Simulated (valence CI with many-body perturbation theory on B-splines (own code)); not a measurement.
# E1 line list for Re⁴⁺

Calculated by configuration interaction combined with many-body perturbation theory (CI+MBPT): three valence electrons over a frozen Dirac-Fock core [Xe] 4f14, a basis of 7 s, 7 p, 8 d, 6 f, 4 g, 1 h functions for each j, with the one-electron correlation potential Σ1, the two-electron term Σ2, the three-electron term Σ3, Breit, model QED; selected CI, second order for the rest, scaled by the run's own slope (own B-spline code, finite nucleus).

Set against measurement, 69 paired levels are off by 1213 cm⁻¹ on average, the worst by 2255. These come from a selection out of Brasseur, Gamrath and Quinet, At. Data Nucl. Data Tables 157, 101636 (2024). Levels without a partner in it may be off by more, other configurations by 1,000 to 8,000 cm⁻¹. The list stops below the first excitations out of the core.

Lines 251 to 300 of 600 in falling wavelength, among levels below 31.670 eV, chosen from the strongest by gf and those to the six lowest levels. Wavelengths and rates use the calculated energies, so an error of 1000 cm⁻¹ moves a line at 1082 Å by 1.1 % and its rate by three times that or more. Electric multipoles are in the length gauge, E1 and E2 with the static RPA response of the core. Weak lines are less certain than strong ones. Lines between different terms over intervals too small for the method are left out, as are lines whose strength nearly cancels. Where a level lies close to another of its J and parity, the split of strength between their lines is uncertain. The highest levels of a list are the least certain.

Levels are named by their leading jj configuration (3d3/2^4 stands for four electrons in 3d with j = 3/2), which in mixed levels can hold well under half, so a name can repeat and another be missing. Letters in brackets count levels of one name in rising energy.

```
λ vac (Å)                          Upper                          Lower   A (s⁻¹)  S (a.u.) with core polarisation  S without
     1082         (5d5/2^2 6d5/2) J=11/2         (5d5/2^2 6p3/2) J=11/2  2.76e+08                         2.07e+00   2.29e+00
     1080         (5d3/2 5d5/2 7s) J=5/2          (5d5/2^2 6p1/2) J=3/2  3.44e+08                         1.29e+00   1.30e+00
     1079          (5d3/2^2 6d5/2) J=3/2          (5d3/2^2 6p1/2) J=1/2  3.63e+08                         9.00e-01   9.96e-01
     1078  (5d3/2 5d5/2 6d3/2) J=3/2 [a]  (5d3/2 5d5/2 6p1/2) J=5/2 [b]  6.63e+08                         1.64e+00   1.76e+00
     1077     (5d3/2 5d5/2 6d3/2) J=11/2  (5d3/2 5d5/2 6p3/2) J=9/2 [a]  1.11e+08                         8.19e-01   9.07e-01
     1076  (5d3/2 5d5/2 6d5/2) J=9/2 [c]         (5d5/2^2 6p3/2) J=11/2  1.30e+08                         8.00e-01   8.44e-01
     1076             (5d3/2^2 7s) J=5/2          (5d3/2^2 6p3/2) J=7/2  1.39e+09                         5.11e+00   5.02e+00
     1075  (5d3/2 5d5/2 6d5/2) J=5/2 [b]          (5d5/2^2 6p1/2) J=5/2  2.19e+08                         8.07e-01   8.48e-01
     1073             (5d3/2^2 7s) J=5/2  (5d3/2 5d5/2 6p1/2) J=5/2 [b]  4.32e+08                         1.58e+00   1.56e+00
     1072  (5d3/2 5d5/2 6d5/2) J=9/2 [b]          (5d5/2^2 6p1/2) J=9/2  2.11e+08                         1.28e+00   1.39e+00
     1071          (5d3/2^2 6d5/2) J=1/2          (5d3/2^2 6p1/2) J=1/2  5.88e+08                         7.13e-01   7.76e-01
     1071  (5d3/2 5d5/2 6d3/2) J=5/2 [d]  (5d3/2 5d5/2 6p3/2) J=3/2 [a]  9.04e+08                         3.29e+00   3.53e+00
     1070         (5d5/2^2 6d5/2) J=11/2          (5d5/2^2 6p1/2) J=9/2  6.05e+08                         4.40e+00   4.90e+00
     1062  (5d3/2 5d5/2 6d3/2) J=7/2 [a]          (5d3/2^2 6p3/2) J=5/2  1.70e+08                         8.04e-01   8.95e-01
     1061  (5d3/2 5d5/2 6d3/2) J=7/2 [b]  (5d3/2 5d5/2 6p3/2) J=7/2 [a]  2.84e+08                         1.34e+00   1.40e+00
     1057         (5d3/2 5d5/2 7s) J=7/2  (5d3/2 5d5/2 6p3/2) J=5/2 [a]  2.96e+08                         1.38e+00   1.38e+00
     1055  (5d3/2 5d5/2 6d5/2) J=9/2 [c]  (5d3/2 5d5/2 6p3/2) J=7/2 [b]  8.78e+08                         5.09e+00   5.62e+00
     1055             (5d3/2^2 7s) J=3/2      (5d3/2^2 6p3/2) J=3/2 [a]  1.21e+09                         2.80e+00   2.76e+00
     1053      (5d3/2 5d5/2 6d3/2) J=9/2  (5d3/2 5d5/2 6p1/2) J=7/2 [b]  3.11e+08                         1.79e+00   1.99e+00
     1053         (5d3/2 5d5/2 7s) J=5/2  (5d3/2 5d5/2 6p3/2) J=5/2 [a]  6.76e+08                         2.33e+00   2.32e+00
     1052  (5d3/2 5d5/2 6d5/2) J=7/2 [c]          (5d5/2^2 6p1/2) J=5/2  3.06e+08                         1.40e+00   1.56e+00
     1051  (5d3/2 5d5/2 6d5/2) J=7/2 [a]          (5d3/2^2 6p3/2) J=7/2  2.82e+08                         1.29e+00   1.43e+00
     1050         (5d3/2 5d5/2 7s) J=7/2  (5d3/2 5d5/2 6p3/2) J=7/2 [a]  2.83e+08                         1.29e+00   1.23e+00
     1049  (5d3/2 5d5/2 6d5/2) J=7/2 [a]  (5d3/2 5d5/2 6p1/2) J=5/2 [b]  1.64e+08                         7.49e-01   8.34e-01
     1047  (5d3/2 5d5/2 6d3/2) J=7/2 [b]  (5d3/2 5d5/2 6p3/2) J=9/2 [a]  3.23e+08                         1.46e+00   1.49e+00
     1045         (5d3/2 5d5/2 7s) J=5/2  (5d3/2 5d5/2 6p3/2) J=7/2 [a]  2.36e+08                         7.98e-01   7.51e-01
     1045  (5d3/2 5d5/2 6d3/2) J=7/2 [c]  (5d3/2 5d5/2 6p3/2) J=5/2 [a]  2.39e+08                         1.08e+00   1.17e+00
     1041  (5d3/2 5d5/2 6d5/2) J=7/2 [d]          (5d5/2^2 6p1/2) J=5/2  3.34e+08                         1.49e+00   1.67e+00
     1038      (5d3/2 5d5/2 6d3/2) J=9/2      (5d3/2 5d5/2 6p1/2) J=9/2  6.16e+08                         3.40e+00   3.81e+00
     1038  (5d3/2 5d5/2 6d5/2) J=3/2 [c]          (5d5/2^2 6p1/2) J=3/2  3.72e+08                         8.20e-01   8.94e-01
     1037             (5d3/2^2 7s) J=3/2          (5d3/2^2 6p3/2) J=5/2  6.83e+08                         1.50e+00   1.48e+00
     1035  (5d3/2 5d5/2 6d5/2) J=7/2 [c]  (5d3/2 5d5/2 6p3/2) J=7/2 [b]  2.03e+08                         8.91e-01   9.81e-01
     1035          (5d3/2^2 6d5/2) J=3/2  (5d3/2 5d5/2 6p1/2) J=5/2 [a]  3.85e+08                         8.44e-01   9.42e-01
     1035         (5d3/2 5d5/2 7s) J=7/2  (5d3/2 5d5/2 6p3/2) J=9/2 [a]  1.18e+09                         5.15e+00   4.96e+00
     1034      (5d3/2^2 6d3/2) J=3/2 [b]          (5d3/2^2 6p3/2) J=1/2  6.91e+08                         1.51e+00   1.66e+00
     1032  (5d3/2 5d5/2 6d5/2) J=5/2 [c]          (5d5/2^2 6p1/2) J=5/2  1.98e+08                         6.43e-01   7.13e-01
     1030  (5d3/2 5d5/2 6d5/2) J=5/2 [b]  (5d3/2 5d5/2 6p3/2) J=7/2 [a]  2.25e+08                         7.28e-01   7.46e-01
     1030     (5d3/2 6s 6p3/2) J=1/2 [b]             (5d3/2 6s^2) J=3/2  2.04e+09                         2.20e+00   2.71e+00
     1028             (5d3/2^2 7s) J=5/2          (5d3/2^2 6p3/2) J=5/2  4.80e+08                         1.54e+00   1.51e+00
     1028  (5d3/2 5d5/2 6d3/2) J=5/2 [b]  (5d3/2 5d5/2 6p1/2) J=3/2 [b]  3.00e+08                         9.65e-01   1.06e+00
     1025     (5d3/2 5d5/2 6d5/2) J=11/2      (5d3/2 5d5/2 6p1/2) J=9/2  4.17e+08                         2.66e+00   2.96e+00
     1023  (5d3/2 5d5/2 6d3/2) J=5/2 [b]          (5d3/2^2 6p3/2) J=7/2  2.04e+08                         6.46e-01   7.19e-01
     1022          (5d3/2^2 6d5/2) J=7/2  (5d3/2 5d5/2 6p1/2) J=7/2 [a]  5.35e+08                         2.26e+00   2.53e+00
     1020  (5d3/2 5d5/2 6d5/2) J=9/2 [b]  (5d3/2 5d5/2 6p3/2) J=9/2 [a]  5.25e+08                         2.75e+00   3.00e+00
     1019         (5d5/2^2 6d5/2) J=11/2  (5d3/2 5d5/2 6p3/2) J=9/2 [a]  1.26e+08                         7.89e-01   8.63e-01
     1018          (5d3/2^2 6d5/2) J=9/2  (5d3/2 5d5/2 6p1/2) J=7/2 [a]  1.28e+09                         6.68e+00   7.43e+00
     1018          (5d3/2^2 6d3/2) J=5/2          (5d3/2^2 6p1/2) J=3/2  1.73e+09                         5.39e+00   5.99e+00
     1015  (5d3/2 5d5/2 6d5/2) J=7/2 [c]  (5d3/2 5d5/2 6p3/2) J=5/2 [a]  1.55e+08                         6.41e-01   7.17e-01
     1009          (5d3/2^2 5f5/2) J=5/2             (5d3/2 6s^2) J=3/2  2.82e+08                         8.59e-01   1.06e+00
     1009          (5d5/2^2 6d3/2) J=9/2          (5d3/2^2 6p3/2) J=7/2  3.63e+08                         1.84e+00   2.01e+00
```
